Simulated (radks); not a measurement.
Task: The tantalum ion Ta13+, configuration [Xe] 4f4 6s2 (not the ground configuration). Method: Dirac Kohn-Sham, PBE, spin-unpolarised, spherical densities, finite nucleus; open shells fill j = l - 1/2 first; Fermi nuclear charge, rms radius 5.3507 fm; computed with a radial shooting solver on a logarithmic mesh with Libxc functionals. Some entries of the table are withheld. Estimate them.

orbital  occ.  eigenvalue (Ry)  <1/r> (bohr^-1)
1s1/2       2        -4970.597            85.39
2s1/2       2        -877.2676            20.73
2p1/2       2        -839.6016              (1)
2p3/2       4        -746.3726              (2)
3s1/2       2        -223.9822            7.612
3p1/2       2              (3)            7.526
3p3/2       4              (4)            6.701
3d3/2       4        -158.8994            6.586
3d5/2       6        -154.5387            6.390
4s1/2       2        -67.00043            3.306
4p1/2       2        -60.02934            3.209
4p3/2       4        -54.95940            2.932
4d3/2       4              (5)            2.758
4d5/2       6              (6)            2.694
4f5/2       4        -28.07449            2.418
4f7/2       0        -27.85132            2.396
5s1/2       2        -25.34240            1.541
5p1/2       2        -22.68684            1.466
5p3/2       4        -21.36333            1.369
5d3/2       0        -17.15942            1.232
5d5/2       0        -16.92003            1.212
6s1/2       2        -12.85258           0.8400
6p1/2       0        -11.74677              (7)
6p3/2       0        -11.26925              (8)

Result: 
(1) 2p1/2 <1/r> (bohr^-1): 20.70
(2) 2p3/2 <1/r> (bohr^-1): 17.49
(3) 3p1/2 eigenvalue (Ry): -207.2605
(4) 3p3/2 eigenvalue (Ry): -187.1730
(5) 4d3/2 eigenvalue (Ry): -43.44839
(6) 4d5/2 eigenvalue (Ry): -42.45630
(7) 6p1/2 <1/r> (bohr^-1): 0.7980
(8) 6p3/2 <1/r> (bohr^-1): 0.7594
